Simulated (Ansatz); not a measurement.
Species: AuCl, net charge -1, doublet state. The spin state was set by rule; other spins were not relaxed. 
Structure (B3LYP-D3(BJ)/def2-TZVP (Ansatz, a first-principles code) minimum search):
```xyz
2

Au     0.0000     0.0000    -0.4370
Cl     0.0000     0.0000     2.0305
```
Charge -1, spin multiplicity 2.

Total electronic energies in hartree. Valence correlation only, unless marked. Open shells are spin-unrestricted. No spin-orbit coupling. The frozen core is the preceding noble-gas configuration, with the filled d and f shells of earlier blocks. In def2 rows, elements after Kr have scalar-relativistic effective core potentials. CBS marks a two-point X^-3 extrapolation of the correlation energy; Hartree-Fock from the larger set. The bracket is a focal-point correction in the basis named.

```
level                                                                 program  energy (Eh)
-------------------------------------------------------------  --------------  -----------
HF/def2-SVP                                                            Ansatz   -594.20773
HF/def2-SVPD                                                           Ansatz   -594.22757
HF/def2-QZVPP                                                          Ansatz   -594.39475
HF/def2-QZVPPD                                                         Ansatz   -594.39536
RI-HF/def2-TZVPP                                                       Ansatz   -594.37876
SVWN5/def2-TZVPD                                                       Ansatz   -594.36909
PBE/def2-TZVPD                                                         Ansatz   -595.89357
revPBE/def2-TZVPD                                                      Ansatz   -596.04166
B97M-V/def2-TZVPD                                                      Ansatz   -595.90220
PBE0/def2-QZVPP                                                        Ansatz   -595.89370
r2SCAN0-D4/def2-TZVPD                                          Ansatz + dftd4   -596.00211
LC-wPBE-D3(BJ)/def2-TZVPD                                      Ansatz + dftd3   -595.92540
LC-wPBE-D4/def2-TZVPD                                          Ansatz + dftd4   -595.92582
wB97X-V/def2-TZVPD                                                     Ansatz   -595.92609
B2PLYP/def2-TZVPD                                                      Ansatz   -595.67541
PBE-QIDH/def2-TZVPD                                                    Ansatz   -595.56226
CCSD/CBS(def2-TZVPPD,def2-QZVPPD)                                      Ansatz    -595.0397
CCSD(T)/def2-TZVPP                                                     Ansatz   -594.97391
CCSD(T)/def2-TZVPPD                                                    Ansatz   -594.98637
CCSD(T)/def2-QZVPP                                                     Ansatz   -595.04196
RI-MP2/CBS(def2-TZVPPD,def2-QZVPPD)+[CCSD(T)-MP2]/def2-SVPD            Ansatz    -595.0757
RI-MP2/CBS(def2-TZVPPD,def2-QZVPPD)+[CCSD(T)-MP2]/def2-QZVPPD          Ansatz    -595.0751
CCSD(T)/CBS(def2-TZVPPD,def2-QZVPPD)                                   Ansatz    -595.0751
```

Totals of different functionals don't rank their quality; only differences between species are comparable.
